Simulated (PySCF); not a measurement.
A search over the determinants of AgCl

Unrestricted PBE0; basis Ag cc-pVDZ-PP with ECP28, Cl cc-pV(D+d)Z; scalar-relativistic core potentials; PySCF 2.14. Outer shells of the fragments: Ag 4d10 5s1; Cl 3s2 3p5.

Followed along the bond (rough minima from three points):

```csv
2Ms+1,unpaired,⟨S²⟩ at the start,R at minimum (Å),Te (eV)
1,none,0.00,2.30,0.00
3,σ ↑↑,2.00,none in the scan,≤ 2.97
```

Solutions found at the starting distance of 2.305 Å, counted from the lowest of them; the search is not exhaustive and high or unbound solutions are not listed, so other states can lie among these:

```csv
2Ms+1,unpaired,term,E (eV),⟨S²⟩,⟨Lz²⟩,μ (D)
1,none,¹Σ⁺,0.00,0.00,0.00,-5.59
3,σ ↑↑,³Σ⁺,3.00,2.00,0.00,-0.59
3,"σ ↑, π ↑",³Π,3.12,2.01,1.01,0.91
1,"σ ↓, π ↑",mixed,3.22,1.01,1.01,1.09
3,"σ ↑, δ ↑",³Δ,5.00,2.00,4.00,-3.14
1,"σ ↓, δ ↑",mixed,5.14,1.00,4.00,-2.91
3,"σ ↑, π ↑",³Π,6.43,2.01,1.03,-1.17
```

A term symbol is given only where ⟨S²⟩ and ⟨Lz²⟩ are close to those of a pure state; real π, δ and φ orbitals otherwise mix terms. A positive dipole means Ag(−)Cl(+).

The measured ground state is X ¹Σ+ (Huber and Herzberg, Constants of Diatomic Molecules (1979)).

Spin–orbit coupling is left out. Counting both spins, an empty level lies below a filled one in some of these solutions, because spin and occupation are held.
